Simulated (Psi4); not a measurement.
C2H5O (SMILES CC[O]), doublet, at a GFN2-xTB geometry; B3LYP/6-31G in Psi4.

Psi4 was given this input:
```
memory 2 GB

molecule mol {
0 2
C     1.047024   -0.592239   -0.007778
C    -0.033474    0.487246   -0.001258
O    -1.283881    0.104237    0.011538
H     0.146305    1.197116    0.849888
H     0.130490    1.191616   -0.860131
H     2.036772   -0.143996   -0.018373
H     0.946215   -1.221511    0.873826
H     0.929965   -1.227162   -0.883301
}

set {
  basis 6-31g
  reference uks
  scf_type disk_df
}

energy('b3lyp')
print_variables()
```

Question: What does Psi4 print? Leave out banner, timings and long lists.

Answer: 
```
   => Loading Basis Set <=

    Name: 6-31G
    Role: ORBITAL
    Keyword: BASIS

         ---------------------------------------------------------
                                   SCF
               by Justin Turney, Rob Parrish, Andy Simmonett
                          and Daniel G. A. Smith
                              UKS Reference
         ---------------------------------------------------------

  ==> Geometry <==

    Molecular point group: c1
    Full point group: C1

    Geometry (in Angstrom), charge = 0, multiplicity = 2:

       Center              X                  Y                   Z               Mass
    ------------   -----------------  -----------------  -----------------  -----------------
         C            1.139186175359    -0.596720345724    -0.008615772089    12.000000000000
         C            0.058688175359     0.482764654276    -0.002095772089    12.000000000000
         O           -1.191718824641     0.099755654276     0.010700227911    15.994914619570
         H            0.238467175359     1.192634654276     0.849050227911     1.007825032230
         H            0.222652175359     1.187134654276    -0.860968772089     1.007825032230
         H            2.128934175359    -0.148477345724    -0.019210772089     1.007825032230
         H            1.038377175359    -1.225992345724     0.872988227911     1.007825032230
         H            1.022127175359    -1.231643345724    -0.884138772089     1.007825032230

  Running in c1 symmetry.

  Rotational constants: A =      1.38674  B =      0.32295  C =      0.28917 [cm^-1]
  Rotational constants: A =  41573.44634  B =   9681.71971  C =   8669.14196 [MHz]
  Nuclear repulsion =   75.104136232617478

  Charge       = 0
  Multiplicity = 2
  Electrons    = 25
  Nalpha       = 13
  Nbeta        = 12

  ==> Algorithm <==

  SCF Algorithm Type is DISK_DF.
  DIIS enabled.
  MOM disabled.
  Fractional occupation disabled.
  Guess Type is SAD.
  Energy threshold   = 1.00e-06
  Density threshold  = 1.00e-06
  Integral threshold = 1.00e-12

  ==> Primary Basis <==

  Basis Set: 6-31G
    Blend: 6-31G
    Number of shells: 25
    Number of basis functions: 37
    Number of Cartesian functions: 37
    Spherical Harmonics?: false
    Max angular momentum: 1

  ==> DFT Potential <==

   => LibXC <=

    Version 7.1.2
    S. Lehtola, C. Steigemann, M. J. T. Oliveira, and M. A. L. Marques,  SoftwareX 7, 1–5 (2018) (10.1016/j.softx.2017.11.002)

   => Composite Functional: B3LYP <=

    B3LYP Hyb-GGA Exchange-Correlation Functional

    P. J. Stephens, F. J. Devlin, C. F. Chabalowski, and M. J. Frisch,  J. Phys. Chem. 98, 11623 (1994) (10.1021/j100096a001)

    Deriv               =              1
    GGA                 =           TRUE
    Meta                =          FALSE

    Exchange Hybrid     =           TRUE
    MP2 Hybrid          =          FALSE

   => Exchange Functionals <=

    0.0800   Slater exchange
    0.7200         Becke 88

   => Exact (HF) Exchange <=

    0.2000               HF

   => Correlation Functionals <=

    0.1900   Vosko, Wilk & Nusair (VWN5_RPA)
    0.8100   Lee, Yang & Parr

   => LibXC Density Thresholds  <==

    XC_HYB_GGA_XC_B3LYP:  1.00E-15

   => Molecular Quadrature <=

    Radial Scheme          =       TREUTLER
    Pruning Scheme         =           NONE
    Nuclear Scheme         =       TREUTLER

    Blocking Scheme        =         OCTREE
    BS radius alpha        =              1
    Pruning alpha          =              1
    Radial Points          =             75
    Spherical Points       =            302
    Total Points           =         172019
    Total Blocks           =           1345
    Max Points             =            256
    Max Functions          =             37
    Weights Tolerance      =       1.00E-15

   => Loading Basis Set <=

    Name: (6-31G AUX)
    Role: JKFIT
    Keyword: DF_BASIS_SCF

  ==> Integral Setup <==

  ==> DiskDFJK: Density-Fitted J/K Matrices <==

[...]
    Using symmetric orthogonalization.

  ==> Pre-Iterations <==

  SCF Guess: Superposition of Atomic Densities via on-the-fly atomic UHF (no occupation information).

   -------------------------
    Irrep   Nso     Nmo
   -------------------------
     A         37      37
   -------------------------
    Total      37      37
   -------------------------

  ==> Iterations <==

                           Total Energy        Delta E     RMS |[F,P]|

   @DF-UKS iter SAD:  -153.83874450216410   -1.53839e+02   0.00000e+00
   @DF-UKS iter   1:  -154.10779864185332   -2.69054e-01   1.71422e-02 DIIS/ADIIS
   @DF-UKS iter   2:  -154.03278758169000    7.50111e-02   2.05398e-02 DIIS/ADIIS
   @DF-UKS iter   3:  -154.32080344578284   -2.88016e-01   2.29564e-03 DIIS/ADIIS
   @DF-UKS iter   4:  -154.32331455021938   -2.51110e-03   1.47264e-03 DIIS/ADIIS
   @DF-UKS iter   5:  -154.32462989587907   -1.31535e-03   1.36387e-04 DIIS/ADIIS
   @DF-UKS iter   6:  -154.32465393565070   -2.40398e-05   2.39957e-05 DIIS
   @DF-UKS iter   7:  -154.32465487207483   -9.36424e-07   7.68614e-06 DIIS
   @DF-UKS iter   8:  -154.32465491501378   -4.29390e-08   4.43245e-06 DIIS
   @DF-UKS iter   9:  -154.32465493035525   -1.53415e-08   7.02255e-07 DIIS
  Energy and wave function converged.

  ==> Post-Iterations <==

   Electrons on quadrature grid:
      Nalpha   =   12.9999995770 ; deviation = -4.230e-07
      Nbeta    =   12.0000021292 ; deviation = 2.129e-06
      Ntotal   =   25.0000017062 ; deviation = 1.706e-06

   @Spin Contamination Metric:   3.325600672E-03
   @S^2 Expected:                7.500000000E-01
   @S^2 Observed:                7.533256007E-01
   @S   Expected:                5.000000000E-01
   @S   Observed:                5.000000000E-01

    Orbital Energies [Eh]
    ---------------------

    Alpha Occupied:

[...]
      13A     -0.274216

    Alpha Virtual:

[...]
    Beta Occupied:

[...]
    Beta Virtual:

[...]
      37A      1.772402

    Final Occupation by Irrep:
              A
    DOCC [    12 ]
    SOCC [     1 ]
    NA   [    13 ]
    NB   [    12 ]

  @DF-UKS Final Energy:  -154.32465493035525

   => Energetics <=

    Nuclear Repulsion Energy =             75.1041362326174777
    One-Electron Energy =                -357.3877799175050995
    Two-Electron Energy =                 145.1876189548264051
    DFT Exchange-Correlation Energy =     -17.2286302002940239
    Empirical Dispersion Energy =           0.0000000000000000
    VV10 Nonlocal Energy =                  0.0000000000000000
    Total Energy =                       -154.3246549303552513

  UHF NO Occupations:
  HONO-2 :   11  A 1.9997183
  HONO-1 :   12  A 1.9989746
  HONO-0 :   13  A 1.0000000
  LUNO+0 :   14  A 0.0010254
  LUNO+1 :   15  A 0.0002817
  LUNO+2 :   16  A 0.0001547
  LUNO+3 :   17  A 0.0001242

Computation Completed

Properties will be evaluated at   0.000000,   0.000000,   0.000000 [a0]

Properties computed using the SCF density matrix

 Multipole Moments:

 ------------------------------------------------------------------------------------
     Multipole            Electronic (a.u.)      Nuclear  (a.u.)        Total (a.u.)
 ------------------------------------------------------------------------------------

 L = 1.  Multiply by 2.5417464519 to convert [e a0] to [Debye]
 Dipole X            :         -3.5300229            4.3540299            0.8240070
 Dipole Y            :          0.5109517           -0.2117110            0.2992407
 Dipole Z            :          0.0310017           -0.0395847           -0.0085830
 Magnitude           :                                                    0.8767019

 ------------------------------------------------------------------------------------

  Variable Map:
  ----------------------------------------------------------------------------
[...]
  Array Variable Map:
  ----------------------------------------------------------------------------
[...]
[...]
```
